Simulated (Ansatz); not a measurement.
Geometry optimisation, Ansatz 0.2.0, RHF/def2-SVP.

input.yaml

```yaml
crystal:
  periodic: [false, false, false]
  atoms:
    - { symbol: Si, position_ang: [-0.686038, 0.43569, -1.533903] }
    - { symbol: S, position_ang: [-0.159444, -1.632286, -1.915276] }
    - { symbol: H, position_ang: [-1.465921, 0.892933, -2.712308] }
    - { symbol: H, position_ang: [-1.575945, 0.557827, -0.364027] }
    - { symbol: C, position_ang: [0.901584, 1.427599, -1.416623] }
    - { symbol: H, position_ang: [0.523984, -1.38569, 0.642035] }
    - { symbol: O, position_ang: [0.462548, -0.573273, 1.140574] }
    - { symbol: Si, position_ang: [0.037862, -0.629559, 2.741023] }
    - { symbol: H, position_ang: [-1.405234, -2.09472, -2.050322] }
    - { symbol: H, position_ang: [0.663189, 2.491859, -1.327859] }
    - { symbol: H, position_ang: [1.497527, 1.29165, -2.323716] }
    - { symbol: H, position_ang: [1.491909, 1.129469, -0.55132] }
    - { symbol: H, position_ang: [-1.080702, -1.581855, 2.949584] }
    - { symbol: H, position_ang: [1.175305, -1.059946, 3.58692] }
    - { symbol: H, position_ang: [-0.380723, 0.730304, 3.135117] }
basis:
  gaussian: { orbitals: def2-SVP }
hamiltonian:
  xc: hf
relax:
  f_tol: 0.03
  max_steps: 50
```

Run as:

```bash
$ ansatz run input.yaml --threads 2 --pin off --max-ram 3072MiB --backend cpu --events-out ev --progress --plain --runs-dir out
```

Where does it end, and by what steps?

The forces met the threshold. The force dipped under the threshold on the way, but the program's further checks kept it going. After 17 steps the energy has fallen by 0.090 eV; H15 moved furthest, 1.02 Å.

| step | energy less start (eV) | largest force component (eV/Å) | accepted |
| --- | --- | --- | --- |
| 0 | 0.0000 | 0.512 | yes |
| 1 | -0.0479 | 0.222 | yes |
| 2 | 0.0792 | 0.727 | no |
| 3 | -0.0588 | 0.170 | yes |
| 4 | -0.0670 | 0.140 | yes |
| 5 | -0.0708 | 0.171 | yes |
| 6 | -0.0731 | 0.206 | yes |
| 7 | -0.0757 | 0.190 | yes |
| 8 | -0.0776 | 0.146 | yes |
| 9 | -0.0795 | 0.119 | yes |
| 10 | -0.0835 | 0.024 | yes |
| 11 | -0.0845 | 0.133 | yes |
| 12 | -0.0863 | 0.052 | yes |
| 13 | -0.0874 | 0.016 | yes |
| 14 | -0.0882 | 0.101 | yes |
| 15 | -0.0890 | 0.044 | yes |
| 16 | -0.0896 | 0.010 | yes |
| 17 | -0.0900 | 0.018 | yes |

```xyz
15
Properties=species:S:1:pos:R:3
Si -0.725 0.480 -1.898
S -0.077 -1.595 -1.728
H -1.297 0.695 -3.246
H -1.788 0.733 -0.901
C 0.790 1.545 -1.611
H 0.465 -1.028 0.783
O 0.549 -0.402 1.490
Si 0.120 -0.808 3.031
H -1.289 -2.155 -1.785
H 0.529 2.601 -1.714
H 1.573 1.315 -2.336
H 1.182 1.382 -0.606
H -1.285 -1.282 3.091
H 0.987 -1.884 3.570
H 0.267 0.405 3.859
```

Run time: 50 s on 2 threads of Arm Neoverse V1 (shared host), peak memory 0.31 GiB.
